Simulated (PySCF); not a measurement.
C3H5BO3, SMILES O=C1OCB1CO. The structure is a stationary point at PBE-D3(BJ)/def2-SVP. The structure was generated by enumeration, and PubChem lists no compound with its InChIKey, so it may never have been made. One conformer was computed; it need not be the lowest.

Calculation: PBE-D3(BJ)/def2-SVP in PySCF 2.14.0.

Harmonic wavenumbers (cm⁻¹): 88, 93, 110, 213, 277, 350, 418, 464, 589, 635, 716, 844, 892, 923, 1045, 1076, 1110, 1133, 1162, 1216, 1299, 1332, 1386, 1405, 1829, 2731, 2974, 2985, 3040, 3691. Rotational constants (GHz): 4.320, 1.986, 1.387; symmetry number 1.

**Question.** Work out the zero-point energy and the ideal-gas rigid-rotor harmonic-oscillator thermochemistry at 298.15 K and 1 atm.

**Answer.** ZPE = ½ Σ hcν = ½ × 36026 cm⁻¹ = 51.50 kcal/mol. H − E(el) = 56.93 kcal/mol. Entropy in cal/(mol K): translation 39.71, rotation 27.69, vibration 19.00, total 86.41. G − E(el) = 31.17 kcal/mol. Cp = 28.15 cal/(mol K). Modes under 150 cm⁻¹ make the vibrational entropy uncertain.
